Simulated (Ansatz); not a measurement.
Ansatz results at the PBE0-D4/def2-TZVP geometry: HOMO energy (PBE/def2-TZVPP) -5.84 eV; HOMO–LUMO gap (B3LYP/def2-TZVPP) 5.59 eV; LUMO energy (PBE0/def2-TZVPP) -1.04 eV.

Each molecule was computed in one conformer, which needn't be the lowest.

Which molecule gave them?
A. `O=CCCl`
B. `CSSCF`
C. `PO[AsH2]`
D. `BN=CSC`

C. The others give `BN=CSC`: -5.85, 5.94, -0.60; `O=CCCl`: -6.39, 6.11, -1.36; `CSSCF`: -5.78, 6.08, -0.46.

B3LYP here is the variant with VWN-RPA as its local correlation; programs differ in this.
